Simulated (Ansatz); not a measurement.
Isolated molecules relaxed with PBE0-D4/def2-TZVP in Ansatz; ΔE leaves out vibrations. CBS: MP2 limit from def2 TZ/QZ plus the TZ coupled-cluster correction, frozen cores. This one scheme is used for every species. DFT in def2-TZVPP. One conformer a species, not always the lowest.

Reaction (ligand exchange at a B–O bond): `OBF` + `B[SiH2]O` → `B[SiH2]OBF` + H₂O

| level | ΔE (kJ/mol) |
| --- | --- |
| revPBE-D4 | 0.9 |
| r2SCAN0-D4 | -1.3 |
| BHLYP-D4 | -4.6 |
| ωB97M-V | -0.7 |
| revPBE | 4.7 |
| r2SCAN0 | -0.3 |
| CAM-B3LYP | 0.8 |
| CCSD/def2-SVP | 3.0 |

**Question.** What does CCSD(T)/CBS give? (An estimate is asked.)

**Answer.** Ansatz gave: -5.5 kJ/mol. The listed levels differ from it by 6.4, 4.2, 0.9, 4.8, 10.2, 5.2, 6.3, 8.5 kJ/mol.

Largest T1 diagnostic among the species: 0.013.

Leaving LDA and LC-ωPBE aside and taking each functional with its dispersion term where it has one, the values, not all of them listed here, spread over 6.5 kJ/mol, from BHLYP-D4 to PBE-D4. At CCSD(T), def2-SVP lies +8.9 kJ/mol from the extrapolated value and def2-TZVPP +2.8 kJ/mol.
